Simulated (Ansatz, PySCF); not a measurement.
This Ansatz (a quantum-chemistry and plane-wave program) input computes a BLYP/def2-TZVPD energy:

Ansatz 0.2 input:
```yaml
crystal:
  periodic: [false, false, false]
  atoms:
    - {symbol: B, position_ang: [0.56760924, -0.06654233, 0.01874921]}
    - {symbol: C, position_ang: [-0.54864150, -1.14501378, 0.19347718]}
    - {symbol: O, position_ang: [0.42484273, 1.24175753, -0.21195456]}
    - {symbol: H, position_ang: [-1.56334642, -0.73171472, 0.10845771]}
    - {symbol: H, position_ang: [-0.43550211, -1.93414676, -0.55431195]}
    - {symbol: H, position_ang: [-0.45705539, -1.63291642, 1.16727539]}
    - {symbol: H, position_ang: [-0.48903509, 1.56751200, -0.28039384]}
basis:
  gaussian:
    orbitals: def2-TZVPD
hamiltonian:
  xc: {name: BLYP}
magnetization: {spin_polarized: true, initial_magnetization: 1}
output: {forces: true}
```

Q: Write an input for the same energy in PySCF and say what it gives.

A: 
```python
from pyscf import gto, scf, dft

mol = gto.M(
    atom='''
    B     0.56760924   -0.06654233    0.01874921
    C    -0.54864150   -1.14501378    0.19347718
    O     0.42484273    1.24175753   -0.21195456
    H    -1.56334642   -0.73171472    0.10845771
    H    -0.43550211   -1.93414676   -0.55431195
    H    -0.45705539   -1.63291642    1.16727539
    H    -0.48903509    1.56751200   -0.28039384
    ''',
    basis='def2-tzvpd',
    charge=0,
    spin=1,
    verbose=4,
)

mf = dft.UKS(mol, xc='blyp').density_fit(auxbasis='def2-universal-jkfit')
mf.grids.level = 3
mf.conv_tol = 1e-9
mf.max_cycle = 100
mf.max_memory = 1500
mf.kernel()
if not mf.converged:
    mf = mf.newton()
    mf.kernel(mf.make_rdm1())
for _ in range(2):
    mo, _, stable, _ = mf.stability(return_status=True)
    if stable:
        break
    mf.kernel(mf.make_rdm1(mo, mf.mo_occ))
mf.analyze()
```
It gives -140.57667 Eh, and Ansatz -140.57658 Eh, a difference of 0.09 mEh, from the treatment of integrals and grids.

It need not be the lowest isomer of its formula.
